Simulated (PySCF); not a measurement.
Members of one series of related molecules.

All values: CAM-B3LYP/def2-SVPD (PySCF) at GFN2-xTB geometries, gas phase, one conformer each. Core orbitals are frozen in the response; Δα² is half the sum of the squared differences of the principal polarisabilities.

Question: Rank by dipole moment, highest first.
A. `[CH:1]#[C:2][C@:3]([F:4])([CH2:5][CH:6]=[O:7])[SiH2:8][OH:9]` with C2–C3–C5–C6 170°, C3–C5–C6–O7 89°, C2–C3–Si8–O9 116°, C3–Si8–O9–H 49°
B. `[CH:1]#[C:2][Si@@:3]([F:4])([CH2:5][CH3:6])[SiH2:7][OH:8]` with C2–Si3–C5–C6 179°, C2–Si3–Si7–O8 144°, Si3–Si7–O8–H -51°
C. `[CH:1]#[C:2][C@:3]([F:4])([CH2:5][CH3:6])[SiH2:7][SH:8]` with C2–C3–C5–C6 -64°, C2–C3–Si7–S8 38°, C3–Si7–S8–H -26°
D. `[CH:1]#[C:2][C@@:3]([F:4])([CH2:5][SiH3:6])[SiH2:7][OH:8]` with C2–C3–C5–Si6 -68°, C2–C3–Si7–O8 168°, C3–Si7–O8–H -47°

Answer: A (2.56 D), C (1.51 D), B (1.20 D), D (0.97 D).

Question: Rank by HOMO energy, highest first.
A. `C([SiH3])[C@@]([SiH2]O)(C#C)F`
B. `C#C[C@](F)(CC)CO`
C. `F[C@@](C=C)([SiH2]O)C#C`
D. `[C@](F)([SiH2]O)(CC=O)C#C`
E. `C#C[C@](F)(CC)[SiH2]S`

Answer: E (-8.70 eV), C (-8.82 eV), A (-8.96 eV), D (-9.26 eV), B (-9.42 eV).

Question: Rank by HOMO–LUMO gap, lowest first.
A. `C#C[C@](F)(CC=O)[SiH2]O`
B. `C#C[Si@@](F)(CC)[SiH2]O`
C. `C#C[C@](F)(C=C)[SiH2]O`
D. `C#C[C@](C)(F)[SiH2]O`
E. `C#C[C@@](F)(C[SiH3])[SiH2]O`
F. `C#C[C@](F)(CC)CO`

Answer: A (8.62 eV), B (8.83 eV), C (9.33 eV), E (9.46 eV), D (9.65 eV), F (10.45 eV).

All values together:

```tsv
SMILES	change	formula	μ (D)	HOMO (eV)	LUMO (eV)	α (Å³)	Δα (Å³)	electrons	α per electron (Å³)
C#C[C@@](F)(CC)[SiH2]O	parent	C5H9FOSi	0.98	-8.98	0.60	12.89	3.62	70	0.184
C#C[Si@@](F)(CC)[SiH2]O	C replaced by Si	C4H9FOSi2	1.20	-9.08	-0.25	14.97	5.00	78	0.192
C#C[C@@](F)(C[SiH3])[SiH2]O	C replaced by Si	C4H9FOSi2	0.97	-8.96	0.50	15.03	3.88	78	0.193
C#C[C@](C)(F)[SiH2]O	terminal C group replaced by H	C4H7FOSi	0.96	-9.07	0.58	11.21	3.75	62	0.181
C#C[C@](F)(CC)[SiH2]S	O replaced by S	C5H9FSSi	1.51	-8.70	0.62	15.25	2.21	78	0.195
C#C[C@](F)(CC)CO	Si replaced by C	C6H9FO	1.49	-9.42	1.03	11.09	3.43	62	0.179
C#C[C@](F)(CC=O)[SiH2]O	CH2 replaced by C=O	C5H7FO2Si	2.56	-9.26	-0.63	13.03	4.85	76	0.171
C#C[C@](F)(C=C)[SiH2]O	C-C bond made double	C5H7FOSi	0.88	-8.82	0.51	12.97	4.75	68	0.191
```

Conformers: `[CH:1]#[C:2][C@@:3]([F:4])([CH2:5][CH3:6])[SiH2:7][OH:8]` with C2–C3–C5–C6 -58°, C2–C3–Si7–O8 169°, C3–Si7–O8–H -47°; `[CH:1]#[C:2][Si@@:3]([F:4])([CH2:5][CH3:6])[SiH2:7][OH:8]` with C2–Si3–C5–C6 179°, C2–Si3–Si7–O8 144°, Si3–Si7–O8–H -51°; `[CH:1]#[C:2][C@@:3]([F:4])([CH2:5][SiH3:6])[SiH2:7][OH:8]` with C2–C3–C5–Si6 -68°, C2–C3–Si7–O8 168°, C3–Si7–O8–H -47°; `[CH:1]#[C:2][C@:3]([CH3:4])([F:5])[SiH2:6][OH:7]` with C2–C3–Si6–O7 170°, C3–Si6–O7–H -47°; `[CH:1]#[C:2][C@:3]([F:4])([CH2:5][CH3:6])[SiH2:7][SH:8]` with C2–C3–C5–C6 -64°, C2–C3–Si7–S8 38°, C3–Si7–S8–H -26°; `[CH:1]#[C:2][C@:3]([F:4])([CH2:5][CH3:6])[CH2:7][OH:8]` with C2–C3–C5–C6 61°, C2–C3–C7–O8 -178°, C3–C7–O8–H 56°; `[CH:1]#[C:2][C@:3]([F:4])([CH2:5][CH:6]=[O:7])[SiH2:8][OH:9]` with C2–C3–C5–C6 170°, C3–C5–C6–O7 89°, C2–C3–Si8–O9 116°, C3–Si8–O9–H 49°; `[CH:1]#[C:2][C@:3]([F:4])([CH:5]=[CH2:6])[SiH2:7][OH:8]` with C2–C3–C5–C6 133°, C2–C3–Si7–O8 -175°, C3–Si7–O8–H 40°.

Q: Give the shifts from the parent, `C#C[C@@](F)(CC)[SiH2]O`.

A: 
```
                     SMILES  change in μ (D)  change in HOMO (eV)  change in LUMO (eV)  change in mean α (Å³)
    C#C[Si@@](F)(CC)[SiH2]O            +0.22                -0.10                -0.85                  +2.08
C#C[C@@](F)(C[SiH3])[SiH2]O            -0.01                +0.02                -0.10                  +2.14
       C#C[C@](C)(F)[SiH2]O            -0.02                -0.09                -0.02                  -1.68
      C#C[C@](F)(CC)[SiH2]S            +0.53                +0.28                +0.02                  +2.36
           C#C[C@](F)(CC)CO            +0.51                -0.44                +0.43                  -1.80
    C#C[C@](F)(CC=O)[SiH2]O            +1.58                -0.28                -1.23                  +0.14
     C#C[C@](F)(C=C)[SiH2]O            -0.10                +0.16                -0.09                  +0.08
```

Q: How closely does the mean polarisability follow the number of electrons in this set?

A: The correlation coefficient is 0.94; α per electron runs from 0.171 to 0.195 Å³.
